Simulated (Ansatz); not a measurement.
A structure relaxed at PBE-D4/def2-TZVPD in Ansatz, charge -1, doublet:

```xyz
4

Si    0.0000    0.0000    0.0000
S     1.9389   -0.4662   -0.3977
S    -0.7701    1.7723   -0.6331
S    -1.1689   -1.3061    1.0308
```

(1) Give its formula and point group.

(2) Summarise the bond lengths by kind (pairs closer than 1.2 times the sum of covalent radii, bridged metal pairs left out).

## Answers

(1) SiS₃⁻. Point group D3h (tolerance 0.1 Å).

(2) 3 × S–Si 2.03 Å.

The relaxation made no stability test and no search for a lower SCF solution. The structure comes from a short search, and lower isomers may exist.
